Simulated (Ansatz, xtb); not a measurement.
## Relative energy of two isomers of C3H3BrO

Structure a is `O=C/C=C\Br`, a singlet and structure b is `O=C=CCBr`, a singlet. Both are isolated molecules in the gas phase, relaxed with PBE-D3(BJ)/def2-SVP; the shapes shown needn't be the lowest conformers.

a (Å):

```xyz
8

C    -1.3058   -0.4268   -0.3142
C     0.1486   -0.1760   -0.3096
C     0.8156    0.6728    0.5040
Br    0.0361    1.7513    1.8429
O    -1.8464   -1.2105   -1.0789
H    -1.8945    0.1625    0.4474
H     0.7342   -0.7466   -1.0503
H     1.9062    0.8076    0.4486
```

b (Å):

```xyz
8

C     0.5947    0.1463   -2.2588
C     1.2036   -0.4576   -1.2387
C     0.7027   -1.7046   -0.6133
Br   -0.3586   -1.3980    1.0722
O     0.0784    0.6639   -3.1758
H     2.0640    0.0783   -0.8060
H     1.5306   -2.3542   -0.2806
H     0.0235   -2.2769   -1.2682
```

Quicker runs give these differences E(b) − E(a): GFN2-xTB −9.82 kcal/mol; HF/STO-3G +1.35 kcal/mol (at GFN2-xTB geometries); r2SCAN-D4/def2-SVP −3.75 kcal/mol (at GFN2-xTB geometries).

Question: Estimate which is lower in electronic energy at CCSD(T)/def2-SVP + ΔMP2/def2-TZVPP, and by roughly how much.

Answer: Too close to call at this level: CCSD(T)/def2-SVP + ΔMP2/def2-TZVPP gives E(b) − E(a) = −0.53 kcal/mol.

Level by level:

| level | geometry | E(b) − E(a) (kcal/mol) | departure from the last row (kcal/mol) | job, with rough time for the two |
| --- | --- | --- | --- | --- |
| GFN2-xTB | GFN2-xTB | −9.82 | −9.28 | optimisation, 0.17 s |
| HF/STO-3G | GFN2-xTB | +1.35 | +1.88 | single point, 0.51 s |
| r2SCAN-D4/def2-SVP | GFN2-xTB | −3.75 | −3.21 | single point, 3.1 s |
| PBE-D3(BJ)/def2-SVP | PBE-D3(BJ)/def2-SVP | −3.62 | −3.08 | optimisation, 24 s |
| HF/def2-SVP | PBE-D3(BJ)/def2-SVP | −1.47 | −0.94 | part of the CCSD(T) run |
| MP2/def2-SVP | PBE-D3(BJ)/def2-SVP | −3.42 | −2.89 | part of the CCSD(T) run |
| CCSD(T)/def2-SVP | PBE-D3(BJ)/def2-SVP | −0.87 | −0.33 | single point |
| CCSD(T)/def2-SVP + ΔMP2/def2-TZVPP | PBE-D3(BJ)/def2-SVP | −0.53 |  | single point, 48 s |

As drawn, both hold the same kinds of bond in the same numbers.

The largest departure from CCSD(T)/def2-SVP + ΔMP2/def2-TZVPP is that of GFN2-xTB, 9.28 kcal/mol. The last row adds to CCSD(T) the change of the MP2 difference between the two basis sets, here +0.33 kcal/mol.

With harmonic frequencies from PBE-D3(BJ)/def2-SVP (ideal gas, rigid rotor, one conformer each, 298.15 K, 1 atm): on the last row, ΔE + ΔZPE = −0.41, ΔH = −0.27, ΔG = −0.79 kcal/mol.

The correlated steps freeze 13 core orbitals; the filled d shell of Br is correlated, in a basis made for valence electrons. Mirror images aren't counted in ΔG. Run with Ansatz 0.2.0, xtb 6.7.1; the last row on 2 threads of Intel(R) Xeon(R) Processor @ 2.70GHz on a shared host.
